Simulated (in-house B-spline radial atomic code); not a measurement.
Radial electron density of Tb+, [Xe] 4f9 6s1. Computed with an all-electron radial atomic-structure program (B-spline basis): scalar-relativistic (X2C) TPSSh, spin-polarised, spherical fractional occupations, exact exchange averaged over the configuration, Fermi nucleus of rms radius 5.06 fm.

One-electron X2C: radii and densities carry no picture-change correction, so inner-shell <1/r> comes out high (for 1s by about 2 % at Z = 33, 5 % at 54, 10 % at 75, 30 % at 118) and <r> low.

Columns: r (bohr), 4πr²n(r) (electrons per bohr), bar.

```
0.000484    2.369 #
0.000608    3.324 #
0.000763    4.639 ##
0.000957    6.441 ##
  0.0012    8.889 ###
 0.00151    12.24 #####
 0.00189    16.58 ######
 0.00237    22.25 #########
 0.00298    29.53 ###########
 0.00373    38.27 ###############
 0.00468    48.59 ###################
 0.00588    59.99 #######################
 0.00738    71.33 ###########################
 0.00925    81.04 ###############################
  0.0116    87.32 ##################################
  0.0146     88.6 ##################################
  0.0183    84.88 #################################
  0.0229    78.96 ##############################
  0.0288    76.12 #############################
  0.0361    81.95 ###############################
  0.0453    96.78 #####################################
  0.0569      112 ###########################################
  0.0713    114.6 ############################################
  0.0895    101.3 #######################################
   0.112    87.56 ##################################
   0.141    90.68 ###################################
   0.177      102 #######################################
   0.222    92.72 ####################################
   0.278    62.43 ########################
   0.349    43.87 #################
   0.438     49.1 ###################
    0.55    51.28 ####################
    0.69    37.16 ##############
   0.866    21.56 ########
    1.09    13.95 #####
    1.36    10.26 ####
    1.71    6.277 ##
    2.15    2.876 #
    2.69    1.133 
    3.38   0.5344 
    4.24    0.294 
    5.32   0.1204 
    6.67  0.03097 
    8.37 0.004272 
    10.5 0.0002627 
    13.2 5.856e-06
```

On this grid the curve has 4 maxima, near 0.0146, 0.0713, 0.177, 0.55 bohr.

The 4f up radial function P(r) = rR(r), positive near the nucleus:

| r (bohr) | P |
| --- | --- |
| 0.0288 | 0.001574 |
| 0.0453 | 0.007364 |
| 0.0713 | 0.03085 |
| 0.112 | 0.1095 |
| 0.177 | 0.3166 |
| 0.278 | 0.6757 |
| 0.438 | 1.021 |
| 0.69 | 1.032 |
| 1.09 | 0.7215 |
| 1.71 | 0.3722 |
| 2.69 | 0.1403 |
| 4.24 | 0.03662 |
| 6.67 | 0.004773 |
